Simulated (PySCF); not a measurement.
# Reading the logs of faulty runs: AlBH3O2 anion

Calculated results; nothing here was measured. They come from PySCF 2.14.0, an open-source quantum chemistry program, on an isolated molecule that a program drew, which may never have been made. The molecule is AlBH3O2 anion (charge -1, singlet), drawn as the SMILES string `[BH2][Al]([O-])[OH]`.

Each row is a Hartree-Fock (HF) and frozen-core CCSD(T) single point in the aug-cc-pV(D+d)Z basis, meant for a local HF minimum. Run 1 is clean. Each other run has one planted mistake out of seven kinds, and not every kind appears here: one electron removed, one electron added, multiplicity raised by two, geometry at a saddle point, minimal basis STO-3G, one bond length entered in bohr, all coordinates scaled. The reference is restricted for singlets and unrestricted otherwise, and also for a bond in bohr. Adding or removing an electron swaps singlet and doublet. Electrons count all cores. HOMO and LUMO are orbital energies over both spins, the gradient is its largest component, and the lowest frequency (negative if imaginary) is given only where the gradient is small. Bond lengths are over the 6 bonds as drawn. T1 is the CCSD diagnostic: over 0.02 (restricted) or 0.045 (unrestricted) a single reference is doubtful.

Geometry of the clean run:
```xyz
7
AlBH3O2 anion, angstrom
B     0.6449   -1.6838   -0.1703
Al    0.1742    0.0257   -1.4267
O    -0.3572   -0.0137   -2.9593
O     0.4749    1.4723   -0.4765
H    -0.1590   -2.2546    0.5420
H     1.7379   -2.2142   -0.1128
H     0.2972    2.2743   -0.9380
```

```
run,electrons,basis functions,<S^2>,HOMO (eV),LUMO (eV),gradient (hartree/bohr),lowest frequency (cm^-1),mean bond (Å),longest bond (Å),T1,HF (hartree),CCSD(T) (hartree),mistake
1,38,128,0.000,-4.44,3.27,1.9e-05,150,1.4879,2.173,0.0232,-418.15686,-418.77931,no fault
2,38,128,0.830,-4.60,3.20,2.0e-02,-,1.6276,2.173,0.0648,-418.02744,-418.63800,one bond length entered in bohr
3,37,128,0.759,-10.90,0.21,1.0e-01,-,1.4879,2.173,0.0220,-418.11448,-418.66441,one electron removed
4,38,128,0.000,-4.41,3.28,8.2e-02,-,1.4105,2.060,0.0220,-418.13649,-418.74907,all coordinates scaled
5,38,128,0.000,-4.48,3.23,4.8e-05,-171,1.4913,2.196,0.0229,-418.15288,-418.77580,geometry at a saddle point
6,38,27,0.000,2.70,13.01,7.0e-02,-,1.4879,2.173,0.0376,-412.57745,-412.77213,?
```

**Which mistake was planted in run 6, and what did it cost?**

It has 27 basis functions where the clean run has 128, with the same electrons and geometry. So the mistake is: minimal basis STO-3G. Subtracting run 1 and multiplying by 627.51 kcal/mol a hartree, the energy moved by 3501.1 kcal/mol in HF and 3769.6 kcal/mol in CCSD(T).

Cautions from the logs. Run 1: T1 is over the limit, so its CCSD(T) energy is less reliable; run 2: T1 is over the limit, so its CCSD(T) energy is less reliable; run 4: T1 is over the limit, so its CCSD(T) energy is less reliable; run 5: T1 is over the limit, so its CCSD(T) energy is less reliable; run 6: T1 is over the limit, so its CCSD(T) energy is less reliable and the HOMO is above zero, so the electron isn't bound and the energy depends on the basis.
